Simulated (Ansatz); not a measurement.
Isolated molecules relaxed with PBE0-D4/def2-TZVP in Ansatz; ΔE leaves out vibrations. CCSD(T)/CBS adds triple-zeta CCSD(T) − MP2 to the extrapolated MP2 energy (def2 sets, frozen cores). This one scheme is used for every species. Functionals use def2-TZVPP. For Ga outer-core shells are correlated without core-valence functions, which leaves a few kJ/mol of doubt a bond. Scalar relativity is left out up to krypton. One conformer a species, not always the lowest.

Reaction (ligand exchange at a Ga–O bond): `[OH][Ga]([F])[O][SiH3]` + H₂S → `[OH][Ga]([F])[SH]` + `O[SiH3]`

```
                 species  PBE-D4 energy (Eh)
`[OH][Ga]([F])[O][SiH3]`         -2466.61214
                     H₂S          -399.22838
     `[OH][Ga]([F])[SH]`         -2498.89520
               `O[SiH3]`          -366.95854
```

Work out ΔE.

ΔE = (-2498.89520) + (-366.95854) − (-2466.61214) − (-399.22838) = -0.01322 Eh = -0.36 eV. CCSD(T)/CBS gives -0.25 eV.

Largest T1 diagnostic among the species: 0.014.

In def2-TZVPP, CCSD(T) changes the Hartree–Fock value by −0.04 eV (the triples alone add −0.02 eV) and MP2 by −0.05 eV.
